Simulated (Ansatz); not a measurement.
A further run on `O=P(O)(O)CCCCc1ccc(-c2ccc(-c3cccs3)s2)s1`.

```yaml
crystal:
  periodic: [false, false, false]
  atoms:
    - {symbol: O, position_ang: [-6.556386, 0.761735, -3.149348]}
    - {symbol: P, position_ang: [-5.864847, 0.299263, -1.915042]}
    - {symbol: O, position_ang: [-6.627372, 0.694344, -0.527984]}
    - {symbol: O, position_ang: [-5.712373, -1.326932, -1.846214]}
    - {symbol: C, position_ang: [-4.196416, 0.899728, -1.593354]}
    - {symbol: C, position_ang: [-3.653801, 0.743003, -0.168827]}
    - {symbol: C, position_ang: [-3.505672, -0.699632, 0.307494]}
    - {symbol: C, position_ang: [-2.857932, -0.798604, 1.697393]}
    - {symbol: C, position_ang: [-1.486097, -0.206756, 1.780523]}
    - {symbol: C, position_ang: [-1.041589, 0.851662, 2.546115]}
    - {symbol: C, position_ang: [0.329710, 1.160792, 2.356172]}
    - {symbol: C, position_ang: [0.950395, 0.341221, 1.425495]}
    - {symbol: C, position_ang: [2.321988, 0.378009, 0.979050]}
    - {symbol: C, position_ang: [3.237121, 1.417011, 1.100473]}
    - {symbol: C, position_ang: [4.504399, 1.117297, 0.555970]}
    - {symbol: C, position_ang: [4.584605, -0.156170, 0.005695]}
    - {symbol: C, position_ang: [5.720098, -0.783710, -0.628383]}
    - {symbol: C, position_ang: [7.057451, -0.419000, -0.543592]}
    - {symbol: C, position_ang: [7.912531, -1.251600, -1.310924]}
    - {symbol: C, position_ang: [7.233421, -2.251573, -1.971477]}
    - {symbol: S, position_ang: [5.537956, -2.170191, -1.672781]}
    - {symbol: S, position_ang: [3.065167, -0.991904, 0.194981]}
    - {symbol: S, position_ang: [-0.191477, -0.818056, 0.789672]}
    - {symbol: H, position_ang: [-7.566611, 0.856907, -0.705457]}
    - {symbol: H, position_ang: [-6.245208, -1.718707, -2.555774]}
    - {symbol: H, position_ang: [-3.545199, 0.396070, -2.329920]}
    - {symbol: H, position_ang: [-4.226378, 1.965513, -1.879264]}
    - {symbol: H, position_ang: [-4.310183, 1.294171, 0.527719]}
    - {symbol: H, position_ang: [-2.668280, 1.239302, -0.128821]}
    - {symbol: H, position_ang: [-2.901494, -1.271815, -0.421669]}
    - {symbol: H, position_ang: [-4.488993, -1.196381, 0.340150]}
    - {symbol: H, position_ang: [-2.831850, -1.860142, 2.003502]}
    - {symbol: H, position_ang: [-3.488691, -0.277192, 2.438358]}
    - {symbol: H, position_ang: [-1.697116, 1.384541, 3.239483]}
    - {symbol: H, position_ang: [0.862505, 1.944803, 2.897892]}
    - {symbol: H, position_ang: [2.975626, 2.380263, 1.543528]}
    - {symbol: H, position_ang: [5.338108, 1.821937, 0.528156]}
    - {symbol: H, position_ang: [7.402894, 0.411767, 0.075574]}
    - {symbol: H, position_ang: [8.996162, -1.128014, -1.366528]}
    - {symbol: H, position_ang: [7.633803, -3.032956, -2.618035]}
basis:
  gaussian: {orbitals: pcseg-2, fitting: {mean_field: def2-universal-jkfit}}
hamiltonian: {xc: {name: PBE}, dispersion: d4}
output: {forces: true}
```

```sh
$ ansatz run in.yaml --threads 2 --pin off --events-out ev --progress --plain --max-ram 32768MiB --backend cuda --devices 0, --max-vram 18GiB
```

Shortened log:

```
Functional definition: PBE
2249 factors; integrals over basis functions are off by at most 1.0e0 eV
mean field evaluation 1: about -64682.5568 eV, gradient 2.0e2 eV
mean field evaluation 2: about -63841.4497 eV, gradient 5.8e2 eV
mean field evaluation 4: about -64733.7276 eV, gradient 1.2e2 eV
mean field evaluation 8: about -64772.9908 eV, gradient 2.4e0 eV
mean field evaluation 16: about -64773.0096 eV, gradient 5.1e-3 eV
mean field -64773.00960354 eV, -2380.3641982073 hartree, gradient 6.1e-5 eV, S^2 0.000000; 0 other end points of the search recorded, 0 dependent functions left out
reference -64773.00970771 eV, -2380.3642020354 hartree; 100, 100 occupied and 844, 844 virtual orbitals, 2249 factors
Total energy: -64774.63923906 eV, -2380.4240862080 hartree
Atom 0 at    -6.556386     0.761735    -3.149348 Å, force     0.096896    -0.053116     0.154381 eV/Å
Atom 1 at    -5.864847     0.299263    -1.915042 Å, force    -0.229424    -0.121671     0.025754 eV/Å
Atom 2 at    -6.627372     0.694344    -0.527984 Å, force     0.166048    -0.048171    -0.134380 eV/Å
Atom 3 at    -5.712373    -1.326932    -1.846214 Å, force     0.021979     0.203974     0.057883 eV/Å
Atom 4 at    -4.196416     0.899728    -1.593354 Å, force     0.162535     0.109796    -0.186113 eV/Å
Atom 5 at    -3.653801     0.743003    -0.168827 Å, force     0.017846     0.122863     0.121699 eV/Å
Atom 6 at    -3.505672    -0.699632     0.307494 Å, force    -0.031399    -0.132023    -0.102484 eV/Å
Atom 7 at    -2.857932    -0.798604     1.697393 Å, force    -0.010076    -0.049851     0.146607 eV/Å
Atom 8 at    -1.486097    -0.206756     1.780523 Å, force     0.062918     0.046686    -0.006718 eV/Å
Atom 9 at    -1.041589     0.851662     2.546115 Å, force    -0.020251    -0.045477    -0.019102 eV/Å
Atom 10 at     0.329710     1.160792     2.356172 Å, force     0.023189    -0.022595    -0.023258 eV/Å
Atom 11 at     0.950395     0.341221     1.425495 Å, force     0.025157     0.032626     0.014468 eV/Å
Atom 12 at     2.321988     0.378009     0.979050 Å, force    -0.007970     0.032445     0.021384 eV/Å
Atom 13 at     3.237121     1.417011     1.100473 Å, force    -0.029183    -0.032601    -0.010987 eV/Å
Atom 14 at     4.504399     1.117297     0.555970 Å, force    -0.002633    -0.038869    -0.029973 eV/Å
Atom 15 at     4.584605    -0.156170     0.005695 Å, force     0.038859     0.023261     0.006748 eV/Å
Atom 16 at     5.720098    -0.783710    -0.628383 Å, force    -0.011452     0.032006     0.017956 eV/Å
Atom 17 at     7.057451    -0.419000    -0.543592 Å, force    -0.026430    -0.016293    -0.008695 eV/Å
Atom 18 at     7.912531    -1.251600    -1.310924 Å, force     0.008002    -0.021565    -0.001225 eV/Å
Atom 19 at     7.233421    -2.251573    -1.971477 Å, force     0.089477    -0.050011    -0.054144 eV/Å
Atom 20 at     5.537956    -2.170191    -1.672781 Å, force     0.104026     0.095210     0.046587 eV/Å
Atom 21 at     3.065167    -0.991904     0.194981 Å, force     0.060636     0.162197     0.063034 eV/Å
Atom 22 at    -0.191477    -0.818056     0.789672 Å, force    -0.008694     0.133534     0.113674 eV/Å
Atom 23 at    -7.566611     0.856907    -0.705457 Å, force    -0.136540     0.022818    -0.022003 eV/Å
Atom 24 at    -6.245208    -1.718707    -2.555774 Å, force    -0.074644    -0.062113    -0.103111 eV/Å
Atom 25 at    -3.545199     0.396070    -2.329920 Å, force    -0.062936     0.045373     0.082663 eV/Å
Atom 26 at    -4.226378     1.965513    -1.879264 Å, force     0.002203    -0.092559     0.038926 eV/Å
Atom 27 at    -4.310183     1.294171     0.527719 Å, force     0.084553    -0.056449    -0.062656 eV/Å
Atom 28 at    -2.668280     1.239302    -0.128821 Å, force    -0.090969    -0.042545    -0.002689 eV/Å
Atom 29 at    -2.901494    -1.271815    -0.421669 Å, force    -0.052744     0.066074     0.078658 eV/Å
Atom 30 at    -4.488993    -1.196381     0.340150 Å, force     0.095488     0.042282     0.011917 eV/Å
Atom 31 at    -2.831850    -1.860142     2.003502 Å, force    -0.012044     0.090045    -0.022506 eV/Å
Atom 32 at    -3.488691    -0.277192     2.438358 Å, force     0.034199    -0.038376    -0.056492 eV/Å
Atom 33 at    -1.697116     1.384541     3.239483 Å, force     0.071270    -0.054961    -0.076961 eV/Å
Atom 34 at     0.862505     1.944803     2.897892 Å, force    -0.063523    -0.086848    -0.058137 eV/Å
Atom 35 at     2.975626     2.380263     1.543528 Å, force     0.034287    -0.116317    -0.053025 eV/Å
Atom 36 at     5.338108     1.821937     0.528156 Å, force    -0.098465    -0.082573     0.004997 eV/Å
Atom 37 at     7.402894     0.411767     0.075574 Å, force    -0.037981    -0.110506    -0.082811 eV/Å
Atom 38 at     8.996162    -1.128014    -1.366528 Å, force    -0.127661    -0.012993     0.004251 eV/Å
Atom 39 at     7.633803    -3.032956    -2.618035 Å, force    -0.064549     0.127295     0.105885 eV/Å
Dipole moment:     0.091156     0.039568     0.395079 e Å
```

Run time 9.5 s (2 threads of AMD EPYC 7R13 on a shared host and a share (18 GiB) of an NVIDIA H100 80GB HBM3).
